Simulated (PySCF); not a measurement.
Molecule: `CCCS(=O)(=O)Cl`, C$_{3}$H$_{7}$ClO$_{2}$S.

Geometry:
```json
{"atom": "C1", "x (Å)": "-3.394", "y (Å)": "3.521", "z (Å)": "-1.172"}
{"atom": "C2", "x (Å)": "-4.171", "y (Å)": "2.796", "z (Å)": "-2.259"}
{"atom": "C3", "x (Å)": "-5.073", "y (Å)": "1.678", "z (Å)": "-1.767"}
{"atom": "S4", "x (Å)": "-6.545", "y (Å)": "2.193", "z (Å)": "-0.883"}
{"atom": "O5", "x (Å)": "-7.335", "y (Å)": "1.018", "z (Å)": "-0.584"}
{"atom": "O6", "x (Å)": "-6.229", "y (Å)": "3.173", "z (Å)": "0.134"}
{"atom": "Cl7", "x (Å)": "-7.539", "y (Å)": "3.219", "z (Å)": "-2.432"}
{"atom": "H8", "x (Å)": "-2.791", "y (Å)": "2.815", "z (Å)": "-0.578"}
{"atom": "H9", "x (Å)": "-4.064", "y (Å)": "4.052", "z (Å)": "-0.484"}
{"atom": "H10", "x (Å)": "-2.705", "y (Å)": "4.253", "z (Å)": "-1.618"}
{"atom": "H11", "x (Å)": "-4.777", "y (Å)": "3.502", "z (Å)": "-2.850"}
{"atom": "H12", "x (Å)": "-3.474", "y (Å)": "2.329", "z (Å)": "-2.974"}
{"atom": "H13", "x (Å)": "-4.579", "y (Å)": "1.022", "z (Å)": "-1.030"}
{"atom": "H14", "x (Å)": "-5.471", "y (Å)": "1.049", "z (Å)": "-2.576"}
```

Geometry PBE0-D3(BJ)/def2-SVP throughout; GIAO in PySCF, gas phase, one conformer, non-relativistic; equivalent atoms averaged; functional PBE0.

**Question.** How do the shifts δ (against TMS, CS2, H2O, HCl at the same level) depend on the basis set? (ppm; last column core-seconds on 1 thread of an Arm Neoverse V2, shared host)

**Answer.** 
```
    basis set  functions    C3    C2    C1     S4  O5/O6    Cl7  H13/H14  H11/H12  H8/H9/H10  core-s
       STO-3G         50  45.8  24.3  18.7    0.9  294.9  245.7     2.69     1.75       1.10     4.2
        6-31G         85  72.9  19.9  12.7  365.6  358.2  657.8     3.32     2.16       1.47     8.4
       6-31G*        120  65.9  18.8  12.1  363.4  296.4  551.6     2.89     1.83       1.20      12
     pcSseg-1        168  72.4  20.4  12.9  375.8  345.6  618.4     3.10     1.86       1.25      16
6-311+G(2d,p)        247  71.5  21.1  12.2  394.1  326.7  619.2     3.41     2.05       1.24      33
```

**Question.** Which nucleus moves most, in ppm?

**Answer.** Cl7 (chlorine bonded to S): from 245.7 ppm with STO-3G to 657.8 ppm with 6-31G. The smallest spread is 0.37 ppm, at H8/H9/H10. Proton shifts span only some 12 ppm, so a few tenths of a ppm matter as much there as several ppm in carbon.

**Question.** Taking the largest basis, 6-311+G(2d,p) (247 functions), as the yardstick, rank the others by their worst heavy-atom deviation.

**Answer.** pcSseg-1 18.9 ppm (168 functions), 6-31G 38.6 ppm (85 functions), 6-31G* 67.6 ppm (120 functions), STO-3G 393.2 ppm (50 functions).

A small basis that lands close on one nucleus may do so by chance; judge by the trend and by all nuclei.
